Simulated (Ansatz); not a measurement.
Relaxation of CH7FN2SSi (13 atoms, charge 0, multiplicity 1), to a largest force component of 0.02 eV/Å in at most 50 steps.

Computed with Ansatz 0.2.0, RKS CAM-B3LYP/STO-3G.

```xyz
13
Properties=species:S:1:pos:R:3
N 0.646 -1.308 -0.639
C 0.568 0.128 -0.897
N 1.593 0.664 -0.124
F 1.008 0.300 -2.190
S -0.970 0.920 -0.640
Si -1.741 0.169 1.204
H 1.600 -1.511 -0.797
H 0.142 -1.661 -1.444
H 1.363 0.572 0.902
H 1.639 1.660 -0.281
H -2.199 -1.250 1.053
H -2.887 0.987 1.629
H -1.748 2.038 -0.862
```

Task: Where does it end, and by what steps?

Result: It converged. Limits of this set-up: minimal basis. After 17 steps the energy has fallen by 5.465 eV; H9 moved furthest, 0.81 Å.

| step | energy less start (eV) | largest force component (eV/Å) | accepted |
| --- | --- | --- | --- |
| 0 | 0.0000 | 7.654 | yes |
| 1 | -2.8983 | 5.114 | yes |
| 2 | -4.3096 | 1.687 | yes |
| 3 | -4.7911 | 1.132 | yes |
| 4 | -5.1265 | 0.973 | yes |
| 5 | -5.2879 | 0.617 | yes |
| 6 | -5.3696 | 0.553 | yes |
| 7 | -5.4068 | 0.360 | yes |
| 8 | -5.4258 | 0.404 | yes |
| 9 | -5.4475 | 0.305 | yes |
| 10 | -5.4433 | 0.634 | no |
| 11 | -5.4595 | 0.172 | yes |
| 12 | -5.4517 | 0.464 | no |
| 13 | -5.4635 | 0.082 | yes |
| 14 | -5.4627 | 0.138 | no |
| 15 | -5.4645 | 0.054 | yes |
| 16 | -5.4643 | 0.061 | no |
| 17 | -5.4647 | 0.011 | yes |

```xyz
13
Properties=species:S:1:pos:R:3
N 0.715 -1.405 -1.051
C 0.581 0.079 -0.983
N 1.311 0.577 0.184
F 0.929 0.746 -2.149
S -1.393 0.295 -0.805
Si -1.349 0.362 1.493
H 1.726 -1.615 -0.856
H 0.541 -1.692 -2.049
H 0.563 0.476 1.017
H 1.402 1.619 0.025
H -2.267 -0.768 1.611
H -2.376 1.404 1.505
H -1.368 1.633 -1.027
```

Whether the end is a true minimum wasn't checked by a vibrational analysis.

The run took 85 s on 1 CPU thread of a shared host.
